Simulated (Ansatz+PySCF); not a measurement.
**singlet CdCl2: levels of theory in one basis**

```yaml
atoms:
  - { symbol: Cl, position_ang: [0.0000, 0.0000, -2.0944] }
  - { symbol: Cd, position_ang: [0.0000, 0.0000, 0.0000] }
  - { symbol: Cl, position_ang: [0.0000, 0.0000, 2.0944] }
```

Basis set: def2-SVP (spherical functions, with the set's core potentials past Kr). Left uncorrelated: 10 orbitals. Charge 0, multiplicity 1.

Computed with Ansatz (development build ahead of 0.2.0); each method stands on the lowest determinant of its kind that the runs found.

```csv
method,E − E(RHF) (eV),<S²> of the determinant
RHF,0.00,0.00
RHF-CCSD,-17.38,–
RHF-CCSD(T),-17.76,–
```

Problem. What does RHF-MP2 give on the same scale?

Solution. -17.25 eV.

Problem. Is a single determinant a sound starting point here?

Solution. By this sign, yes. Unrestricted orbitals gain 0.00 eV and <S²> is 0.00 against 0.00 for a pure state.
